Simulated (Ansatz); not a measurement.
`[F][Ge]([I])([I])[I]`, charge 0, multiplicity 1.

**Question.** Give a relaxed structure at PBE0-D4/def2-TZVP (the Gaussian-basis code of Ansatz). (Best estimate.)

**Answer.** The calculation gave: 
Cartesian coordinates in Å:
```
F -1.253 1.194 0.508
Ge -0.053 0.051 0.022
I -0.408 -1.978 1.414
I -0.435 -0.385 -2.396
I 2.150 1.118 0.452
```
Point group C3v.
